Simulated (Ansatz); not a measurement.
`[Cl][Ti]([Cl])([Br])[Br]` + H–F → `[F][Ti]([Cl])([Cl])[Br]` + HBr at 298.15 K and 1 bar (ligand exchange at a Ti–Br bond).

Calculated with Ansatz (gas phase, PBE0-D4/def2-TZVP geometries, no zero-point term in ΔE). CCSD(T)/CBS adds triple-zeta CCSD(T) − MP2 to the extrapolated MP2 energy (def2 sets, frozen cores). This one scheme is used for every species. For Br, Ti outer-core shells are correlated without core-valence functions, which leaves a few kJ/mol of doubt a bond. Scalar relativity is left out up to krypton.

```tsv
species	CCSD(T)/CBS energy (Eh)	H − E (kJ/mol)	S (J/(mol·K))
`[Cl][Ti]([Cl])([Br])[Br]`	-6915.37450	35.8	391.0
H–F	-100.39570	33.5	173.6
`[F][Ti]([Cl])([Cl])[Br]`	-4441.85096	37.9	373.8
HBr	-2573.91920	24.6	198.6
```

H − E and S are ideal-gas, rigid-rotor, harmonic terms from PBE0-D4/def2-TZVP. 1 Eh = 2625.50 kJ/mol, R = 8.31446 J/(mol·K).

By hand: ΔE, ΔH, ΔS and ΔG.

ΔE = (-4441.85096) + (-2573.91920) − (-6915.37450) − (-100.39570) = 0.00004 Eh = 0.1 kJ/mol. Δ(H − E) = 37.9 + 24.6 − 35.8 − 33.5 = -6.8, so ΔH = -6.7 kJ/mol. ΔS = 373.8 + 198.6 − 391.0 − 173.6 = 7.8 J/(mol·K). ΔG = -6.7 − 298.15 × (7.8)/1000 = -9.0 kJ/mol.

By hand: the equilibrium constant, and the temperature at which ΔG would vanish if ΔH and ΔS stayed fixed.

log₁₀ K = −ΔG/(RT ln 10) = 1.6. ΔH and −TΔS have one sign here, so there is no such temperature.

TΔS isn't small against ΔH here. A doubt of 5 kJ/mol in ΔE shifts log₁₀ K by 0.9 here. These are equilibria of isolated gas molecules and say nothing of rates. Largest T1 diagnostic: 0.023 (customary marks: 0.02 for closed shells, 0.045 for open ones).
